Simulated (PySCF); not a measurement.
C8H11NSi.
SMILES with atom numbers: `[cH:1]1[cH:2][cH:3][c:4]([CH:5]2[CH2:6][SiH2:7][CH2:8]2)[n:9][cH:10]1` (hydrogens: H11 on C1; H12 on C2; H13 on C3; H14 on C5; H15, H16 on C6; H17, H18 on Si7; H19, H20 on C8; H21 on C10)

The same species was optimised twice, with GFN2-xTB and with PBE0-D3(BJ)/def2-SVP (PySCF), and the same property calculations (PySCF, gas phase) were run on both structures.

| coordinate | GFN2-xTB | PBE0-D3(BJ)/def2-SVP | change |
| --- | --- | --- | --- |
| C5–C8 (Å) | 1.551 | 1.570 | +0.019 |
| C5–C6 (Å) | 1.552 | 1.570 | +0.018 |
| Si7–C8 (Å) | 1.909 | 1.895 | -0.014 |
| C6–Si7 (Å) | 1.909 | 1.895 | -0.014 |
| C4–C5 (Å) | 1.495 | 1.505 | +0.010 |
| N9–C10 (Å) | 1.321 | 1.331 | +0.010 |
| C3–C4 (Å) | 1.395 | 1.404 | +0.009 |
| C1–C10 (Å) | 1.385 | 1.392 | +0.007 |
| C4–N9 (Å) | 1.327 | 1.334 | +0.007 |
| C2–C3 (Å) | 1.382 | 1.389 | +0.007 |
| C1–C2 (Å) | 1.387 | 1.394 | +0.007 |
| C6–Si7–C8 (°) | 76.8 | 80.0 | +3.2 |
| C5–C8–Si7 (°) | 91.7 | 88.9 | -2.8 |
| C5–C6–Si7 (°) | 91.7 | 88.9 | -2.8 |
| C6–C5–C8 (°) | 99.7 | 101.8 | +2.1 |
| C4–C5–C6 (°) | 112.5 | 113.6 | +1.1 |
| C4–C5–C8 (°) | 113.1 | 113.8 | +0.7 |
| C5–C4–N9 (°) | 116.7 | 117.1 | +0.4 |
| C2–C3–C4 (°) | 118.9 | 119.2 | +0.3 |
| C3–C4–C5–C6 (°) | -57 | -58 | -1 |

Rotational constants: A = 3101, B = 678.8, C = 621.6 MHz (GFN2-xTB) against A = 3055, B = 671.9, C = 617.5 MHz (PBE0-D3(BJ)/def2-SVP). Atoms that the bonding makes alike are paired by their places after alignment.

On the GFN2-xTB structure: HOMO (eV) -7.22 [PBE0/pcSseg-1]; LUMO (eV) -0.63 [PBE0/pcSseg-1]; dipole (D) 1.70 [PBE0/pcSseg-1]; GIAO shielding of C1 (ppm) 61.5 [PBE0/pcSseg-1]; GIAO shielding of C2 (ppm) 44.1 [PBE0/pcSseg-1]; GIAO shielding of C3 (ppm) 61.6 [PBE0/pcSseg-1]; GIAO shielding of C4 (ppm) 7.7 [PBE0/pcSseg-1]; GIAO shielding of C5 (ppm) 141.7 [PBE0/pcSseg-1]; GIAO shielding of C6/C8 (mean) (ppm) 167.6 [PBE0/pcSseg-1]; GIAO shielding of Si7 (ppm) 385.9 [PBE0/pcSseg-1]; GIAO shielding of N9 (ppm) -84.5 [PBE0/pcSseg-1].

**Question.** What do these properties become on the PBE0-D3(BJ)/def2-SVP structure?

**Answer.** 
```tsv
property	level	on GFN2-xTB	on PBE0-D3(BJ)/def2-SVP	change
HOMO (eV)	PBE0/pcSseg-1	-7.22	-7.28	-0.06
LUMO (eV)	PBE0/pcSseg-1	-0.63	-0.71	-0.08
dipole (D)	PBE0/pcSseg-1	1.70	1.60	-0.10
energy, GFN2-xTB geometry as zero (kcal/mol)	PBE0/pcSseg-1	0.0	-1.9	-1.9
GIAO shielding of C1 (ppm)	PBE0/pcSseg-1	61.5	58.7	-2.8
GIAO shielding of C2 (ppm)	PBE0/pcSseg-1	44.1	42.0	-2.1
GIAO shielding of C3 (ppm)	PBE0/pcSseg-1	61.6	58.7	-2.9
GIAO shielding of C4 (ppm)	PBE0/pcSseg-1	7.7	7.0	-0.7
GIAO shielding of C5 (ppm)	PBE0/pcSseg-1	141.7	137.5	-4.2
GIAO shielding of C6/C8 (mean) (ppm)	PBE0/pcSseg-1	167.6	167.5	-0.1
GIAO shielding of Si7 (ppm)	PBE0/pcSseg-1	385.9	378.6	-7.3
GIAO shielding of N9 (ppm)	PBE0/pcSseg-1	-84.5	-89.2	-4.7
```

The heavy atoms differ by 0.029 Å rms after alignment (one structure mirrored). Among bonds between heavy atoms C5–C6 and C5–C8 change most and about equally (+0.018 to +0.019 Å). Changes are differences of the printed values. Neither structure is proved a minimum here.

Shape of the structure used: `[cH:1]1[cH:2][cH:3][c:4]([CH:5]2[CH2:6][SiH2:7][CH2:8]2)[n:9][cH:10]1`: C3–C4–C5–C6 -58°.
